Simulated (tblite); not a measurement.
C₇H₆ClOP.
Structure used (GFN2-xTB), in Å, numbered top down from 1:
```
atom  x, y, z in Å
C1    -2.0723    0.0347   -0.3838
C2    -0.6621   -0.3817   -0.0813
C3    -0.4047   -1.7261    0.1079
P4     1.1097   -2.4905    0.4665
C5     2.1215   -1.0677    0.5018
Cl6    3.8023   -1.3399    0.8394
C7     1.6926    0.2178    0.2860
C8     0.3688    0.5710    0.0063
C9     0.1233    2.0068   -0.1905
O10    0.9744    2.8598   -0.1285
H11   -2.1286    0.5312   -1.3512
H12   -2.4436    0.7204    0.3760
H13   -2.7285   -0.8316   -0.4084
H14   -1.2425   -2.4087    0.0264
H15    2.4050    1.0322    0.3302
H16   -0.9229    2.2813   -0.4082
```

Calculated harmonic vibrations of the isolated species, GFN2-xTB (tblite), most abundant isotopes, no scaling. The method is semi-empirical: single wavenumbers can be off by several per cent or more. One conformer, not necessarily the lowest.

Harmonic wavenumbers (cm⁻¹): 66.4, 89.7, 143.1, 161.1, 194.3, 234.2, 260.2, 297.7, 341.9, 379.7, 417.8, 438.7, 541.8, 572.4, 610.0, 700.8, 820.6, 829.3, 882.1, 884.9, 923.7, 950.9, 1017.8, 1029.9, 1125.7, 1202.0, 1248.5, 1330.8, 1368.7, 1389.4, 1400.1, 1480.6, 1483.1, 1491.6, 1533.8, 1726.7, 2814.6, 3016.2, 3023.3, 3038.2, 3049.0, 3058.0.

A = 1404, B = 764.4, C = 496.5 MHz; mass 171.984 u (most abundant isotopes); point group Cs, symmetry number 1.

**Question.** Zero-point energy?

**Answer.** ½Σν̃ = 23785 cm⁻¹ = 284.52 kJ/mol.

**Question.** Entropy at 200 K, 1 bar (ideal gas, RRHO, classical rotation)?

**Answer.** Translation 164.75, rotation 123.80, vibration 72.62: S = 361.2 J/(mol K).

**Question.** And Cp and H(200 K) − H(0)?

**Answer.** Cp = 121.20 J/(mol K), of which vibrations give 87.95 (their classical limit is 42 R = 349.2); H(200 K) − H(0) = 15.14 kJ/mol without the zero-point energy, 8.49 from vibrations.

**Question.** Blend soft modes into free rotors: weight 1/[1 + (100 cm⁻¹/ν̃)⁴] for the oscillator and the rest for a rotor with moment μB/(μ + B), μ = h/(8π²ν), B = 10⁻⁴⁴ kg m². What vibrational entropy results?

**Answer.** 70.10 J/(mol K) in place of 72.62, which changes −T·S at 200 K by +0.50 kJ/mol.

**Question.** How do the functions run with temperature in this model?

**Answer.** 
```json
{"T (K)": "100", "S (J/(mol K))": "293.7", "Cp (J/(mol K))": "77.0", "H − H(0) (kJ/mol)": "5.14", "G − H(0) (kJ/mol)": "-24.22", "ln q(vib)": "1.20"}
{"T (K)": "300", "S (J/(mol K))": "417.7", "Cp (J/(mol K))": "159.9", "H − H(0) (kJ/mol)": "29.22", "G − H(0) (kJ/mol)": "-96.10", "ln q(vib)": "6.20"}
{"T (K)": "500", "S (J/(mol K))": "515.3", "Cp (J/(mol K))": "223.5", "H − H(0) (kJ/mol)": "67.94", "G − H(0) (kJ/mol)": "-189.69", "ln q(vib)": "11.26"}
{"T (K)": "800", "S (J/(mol K))": "634.2", "Cp (J/(mol K))": "281.5", "H − H(0) (kJ/mol)": "144.57", "G − H(0) (kJ/mol)": "-362.83", "ln q(vib)": "18.30"}
{"T (K)": "1000", "S (J/(mol K))": "699.8", "Cp (J/(mol K))": "305.2", "H − H(0) (kJ/mol)": "203.38", "G − H(0) (kJ/mol)": "-496.38", "ln q(vib)": "22.56"}
```

q(vib) and H(0) count from the zero-point level.

Hindered rotation and anharmonicity are outside this model. Other conformers, if any are populated, would add a mixing term that is left out.

Hardware: Arm Neoverse V2, one thread (shared host). Cost: 0.58 s wall. This covers the Hessian and the dipole derivatives.
